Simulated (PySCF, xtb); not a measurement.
C3H10OSi, SMILES [SiH3]C(O)(C)C.

GFN2-xTB run with xtb 6.7.1 at its own geometry gives an orbital gap of 5.59 eV and a dipole moment of 1.61 D.

Coordinates come from a B3LYP-D3(BJ)/def2-SVP optimisation. The values are those of a single conformer.

### Question
What does PBE/def2-TZVP (PySCF) give? (Estimate from the structure and the level; the computed values follow.)

### Answer
gap 6.12 eV (levels -6.36 and -0.23 eV), dipole 1.91 D.
